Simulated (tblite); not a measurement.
Compound: C4H8SSi2.
Structure used (GFN2-xTB), in Å, numbered top down from 1:
```
atom  x, y, z in Å
C1    -0.4234   -1.6946   -0.1077
C2     0.9040   -1.5886   -0.1497
Si3    1.9659   -0.0699    0.1675
S4     0.9800    1.5486    1.1921
C5    -0.1663    2.0487   -0.0611
C6    -1.1977    1.3158   -0.4525
Si7   -1.6725   -0.3386    0.3108
H8    -0.8590   -2.6664   -0.3214
H9     1.4834   -2.4738   -0.4004
H10    3.0568   -0.3737    1.0855
H11    2.4415    0.4815   -1.1029
H12    0.0502    3.0343   -0.4507
H13   -1.8330    1.7290   -1.2262
H14   -2.9623   -0.7315   -0.2734
H15   -1.7719   -0.2126    1.7682
```

Computed with GFN2-xTB (tblite): harmonic, unscaled wavenumbers at the GFN2-xTB geometry, gas phase. This tight-binding method is rough: wavenumbers can miss measured ones by several per cent, in bad cases by 10 to 20. Modes of hydrogen on silicon can be 10 to 20 % off. One conformer, not necessarily the lowest.

Harmonic wavenumbers (cm⁻¹): 56.3, 98.9, 159.6, 169.6, 262.5, 322.0, 418.1, 446.5, 478.5, 490.6, 534.1, 582.1, 601.3, 641.7, 658.7, 668.4, 694.3, 707.9, 744.5, 749.2, 764.2, 775.8, 811.5, 892.8, 961.8, 1154.6, 1186.3, 1275.2, 1331.7, 1622.1, 1629.9, 2210.8, 2235.8, 2244.7, 2309.1, 2974.6, 2998.9, 3023.8, 3039.1.

A = 1907, B = 1545, C = 976.2 MHz; mass 143.989 u (most abundant isotopes); point group C1, symmetry number 1.

**Question.** What is the zero-point energy?

**Answer.** Half the sum of the wavenumbers: 21464 cm⁻¹ = 256.76 kJ/mol.

**Question.** What is S at 298.15 K and 1 bar for an ideal gas of classical rigid rotors and harmonic oscillators?

**Answer.** Translation 170.84, rotation 121.77, vibration 99.98: S = 392.6 J/(mol K).

**Question.** And Cp and H(298.15 K) − H(0)?

**Answer.** Cp = 156.36 J/(mol K), of which vibrations give 123.10 (their classical limit is 39 R = 324.3); H(298.15 K) − H(0) = 26.83 kJ/mol without the zero-point energy, 16.91 from vibrations.

**Question.** Which modes carry the vibrational entropy at 298.15 K?

**Answer.** 56.3 cm⁻¹: 19.17; 98.9 cm⁻¹: 14.54; 159.6 cm⁻¹: 10.69; 169.6 cm⁻¹: 10.21; 262.5 cm⁻¹: 6.88; 322.0 cm⁻¹: 5.44 J/(mol K); the other 33 give 33.04 together.

**Question.** How do the functions run with temperature in this model?

**Answer.** 
| T (K) | S (J/(mol K)) | Cp (J/(mol K)) | H − H(0) (kJ/mol) | G − H(0) (kJ/mol) | ln q(vib) |
| --- | --- | --- | --- | --- | --- |
| 100 | 280.2 | 66.3 | 4.80 | -23.22 | 1.10 |
| 200 | 339.3 | 111.8 | 13.60 | -54.27 | 3.04 |
| 300 | 393.6 | 157.1 | 27.12 | -90.95 | 5.24 |
| 500 | 489.4 | 217.6 | 65.17 | -179.54 | 9.93 |
| 800 | 603.7 | 267.7 | 138.71 | -344.27 | 16.62 |
| 1000 | 665.8 | 288.6 | 194.45 | -471.37 | 20.66 |

q(vib) and H(0) count from the zero-point level.

**Question.** What must be added to the electronic energy to get the Gibbs energy at 298.15 K and 1 bar?

**Answer.** ZPE + [H(298.15 K) − H(0)] − T·S = 256.76 + 26.83 − 117.05 = 166.54 kJ/mol.

**Question.** Blend soft modes into free rotors: weight 1/[1 + (100 cm⁻¹/ν̃)⁴] for the oscillator and the rest for a rotor with moment μB/(μ + B), μ = h/(8π²ν), B = 10⁻⁴⁴ kg m². What vibrational entropy results?

**Answer.** 94.21 J/(mol K) in place of 99.98, which changes −T·S at 298.15 K by +1.72 kJ/mol.

Hindered rotation and anharmonicity are outside this model. Other conformers, if any are populated, would add a mixing term that is left out. The structure is chiral; the term R ln 2 for an equal mix with its mirror image is left out.
